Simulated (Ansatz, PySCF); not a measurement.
C2H8Sn, SMILES [CH3][SnH2][CH3]. Atoms are numbered in the order given.

```xyz
11

Sn     0.0396     0.7397    -0.3830
C      1.7192    -0.6006    -0.1717
C     -1.7141    -0.1417     0.5166
H      0.3943     2.2368     0.3882
H     -0.2554     1.0379    -2.0521
H      1.5015    -1.5582    -0.6671
H      2.6198    -0.1637    -0.6269
H      1.9179    -0.7903     0.8934
H     -2.5780     0.5312     0.4155
H     -1.9503    -1.0967     0.0244
H     -1.5353    -0.3293     1.5857
```
Charge 0, spin multiplicity 1.

Geometry: r2SCAN-D4/def2-SVP. The structure was generated by enumeration; whether it is a known compound was not checked. The def2 effective core potentials stand for the cores of Sn; spin–orbit coupling is left out.

Two levels are set side by side: PBE-D3(BJ)/def2-SVP (Ansatz, a quantum-chemistry and plane-wave program) and r2SCAN-D4/def2-SVP (Ansatz). Each level has its own optimised geometry; the coordinates shown are those of the second. Frequencies come from the Hessian of PySCF at each geometry. Differences are taken from unrounded values.

| quantity | r2SCAN-D4 | PBE-D3(BJ) | PBE-D3(BJ) minus r2SCAN-D4 |
|---|---|---|---|
| mean bond length (Å) | 1.436 | 1.446 | 0.010 |
| bond Sn1–C2 (Å) | 2.159 | 2.173 | 0.014 |
| bond Sn1–C3 (Å) | 2.159 | 2.173 | 0.014 |
| bond Sn1–H4 (Å) | 1.721 | 1.736 | 0.015 |
| bond Sn1–H5 (Å) | 1.721 | 1.736 | 0.015 |
| bond C2–H6 (Å) | 1.100 | 1.107 | 0.007 |
| bond C2–H7 (Å) | 1.100 | 1.107 | 0.007 |
| bond C2–H8 (Å) | 1.100 | 1.107 | 0.007 |
| bond C3–H9 (Å) | 1.100 | 1.107 | 0.007 |
| bond C3–H10 (Å) | 1.100 | 1.107 | 0.007 |
| bond C3–H11 (Å) | 1.100 | 1.107 | 0.007 |
| highest harmonic wavenumber (cm⁻¹) | 3169 | 3104 | -65 |
| mean harmonic wavenumber (cm⁻¹) | 1378 | 1343 | -35 |
| zero-point energy (kcal/mol) | 53.20 | 51.83 | -1.37 |
